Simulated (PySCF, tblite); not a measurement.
Isomers of C8H7FO2, one GFN2-xTB conformer each. Single-point energies are computed at PBE0/pcSseg-1 (PySCF, gas phase, no added dispersion term), electronic only.

```tsv
SMILES	GFN2-xTB relative energy (kcal/mol)
O=C(O)Cc1ccccc1F	0.7
O=C(O)Cc1cccc(F)c1	0.0
COc1cccc(C(=O)F)c1	8.2
COc1ccc(C(=O)F)cc1	7.0
```

Conformers: `[O:1]=[C:2]([OH:3])[CH2:4][c:5]1[cH:6][cH:7][cH:8][cH:9][c:10]1[F:11]` with O1–C2–O3–H -1°, O1–C2–C4–C5 12°, C2–C4–C5–C6 -99°; `[O:1]=[C:2]([OH:3])[CH2:4][c:5]1[cH:6][cH:7][cH:8][c:9]([F:10])[cH:11]1` with O1–C2–O3–H 1°, O1–C2–C4–C5 -83°, C2–C4–C5–C6 -111°; `[CH3:1][O:2][c:3]1[cH:4][cH:5][cH:6][c:7]([C:8](=[O:9])[F:10])[cH:11]1` with C1–O2–C3–C4 180°, C6–C7–C8–O9 180°; `[CH3:1][O:2][c:3]1[cH:4][cH:5][c:6]([C:7](=[O:8])[F:9])[cH:10][cH:11]1` with C1–O2–C3–C4 180°, C5–C6–C7–O8 180°.

Problem. What does PBE0/pcSseg-1 give for the same structures?

Solution. 
```
            SMILES  PBE0/pcSseg-1 E (Eh)  PBE0/pcSseg-1 (kcal/mol)  GFN2-xTB (kcal/mol)  point group
  O=C(O)Cc1ccccc1F            -558.70224                       0.0                  0.7           C1
O=C(O)Cc1cccc(F)c1            -558.70145                       0.5                  0.0           C1
COc1ccc(C(=O)F)cc1            -558.68884                       8.4                  7.0           Cs
COc1cccc(C(=O)F)c1            -558.68649                       9.9                  8.2           Cs
```

GFN2-xTB puts O=C(O)Cc1cccc(F)c1 lowest instead; measured from each level's own lowest isomer, the values differ by up to 1.7 kcal/mol (COc1cccc(C(=O)F)c1: 8.2 against 9.9). As drawn, the lowest has an O–H bond and a C(=O)–O unit, which the highest lacks. Neighbours under 2.5 kcal/mol apart (O=C(O)Cc1ccccc1F and O=C(O)Cc1cccc(F)c1; COc1ccc(C(=O)F)cc1 and COc1cccc(C(=O)F)c1) can change places with a better method, another conformer or zero-point energy.

Problem. Which frontier levels, dipoles and rotational constants go with these structures?

Solution. 
```
            SMILES  HOMO (eV, PBE0/pcSseg-1)  LUMO (eV)  dipole (D)       A, B, C (MHz)
  O=C(O)Cc1ccccc1F                     -7.22      -0.50        1.57  2195, 768.1, 655.7
O=C(O)Cc1cccc(F)c1                     -7.31      -0.78        2.98  2003, 715.8, 579.5
COc1ccc(C(=O)F)cc1                     -7.19      -1.66        5.44  3498, 563.3, 486.6
COc1cccc(C(=O)F)c1                     -7.10      -1.96        3.40  1938, 760.2, 547.9
```

Problem. What happens when harmonic zero-point energies from GFN2-xTB frequencies are added?

Solution. 
```tsv
SMILES	ZPE (kcal/mol)	electronic (kcal/mol)	with ZPE (kcal/mol)
O=C(O)Cc1ccccc1F	81.9	0.0	0.0
O=C(O)Cc1cccc(F)c1	82.1	0.5	0.7
COc1ccc(C(=O)F)cc1	81.8	8.4	8.3
COc1cccc(C(=O)F)c1	81.7	9.9	9.7
```

The zero-point energies span 0.4 kcal/mol. The order is unchanged.
